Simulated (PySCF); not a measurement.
Sn(OH)3 (H3O3Sn), SMILES [OH][Sn+]([OH])[OH], charge +1. Geometry optimised at PBE-D3(BJ)/def2-SVP. The multiplicity is an assumed one; other spin states were not compared. The isomer is the one that the SMILES or the coordinates give; other isomers of the formula were not compared. The def2 effective core potentials stand for the cores of Sn; spin–orbit coupling is left out. The values are those of a single conformer.

The numbers are results of PBE-D3(BJ)/def2-SVP (PySCF), not measurements.

Harmonic wavenumbers (cm⁻¹): 118, 130, 137, 225, 298, 340, 591, 660, 669, 847, 890, 923, 3614, 3619, 3629. Rotational constants (GHz): 5.499, 4.599, 2.504; symmetry number 1.

Q: Work out the zero-point energy and the ideal-gas rigid-rotor harmonic-oscillator thermochemistry at 298.15 K and 1 atm.

A: ZPE = ½ Σ hcν = ½ × 16689 cm⁻¹ = 23.86 kcal/mol. H − E(el) = 28.71 kcal/mol. Entropy in cal/(mol K): translation 41.29, rotation 26.03, vibration 15.09, total 82.42. G − E(el) = 4.14 kcal/mol. Cp = 23.21 cal/(mol K). Modes under 150 cm⁻¹ make the vibrational entropy uncertain.
